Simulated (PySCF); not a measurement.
WH5, SMILES [WH5] (connectivity only; charge and spin as stated), neutral, multiplicity 2.

Coordinates come from a PBE-D3(BJ)/def2-TZVPD optimisation. The multiplicity is an assumed one; other spin states were not compared. The def2 effective core potentials stand for the cores of W; spin–orbit coupling is left out.

Computed with PBE-D3(BJ)/def2-TZVPD run with PySCF.

Frequencies are harmonic and unscaled.

```
mode  ν (cm⁻¹)  IR (km/mol)  moving atoms (share of kinetic energy)
----  --------  -----------  --------------------------------------
1          251         81.7                                  H 99 %
2          269        110.6                                  H 98 %
3          433          0.0                                 H 100 %
4          857         42.6                                 H 100 %
5          929          0.0                                  H 99 %
6          989         19.7                                  H 99 %
7         1000         64.5                                 H 100 %
8         1924        159.7                                  H 99 %
9         1925        112.5                                 H 100 %
10        1972        141.6                                  H 99 %
11        1980         16.3                                 H 100 %
12        2012         51.7                                  H 99 %
```
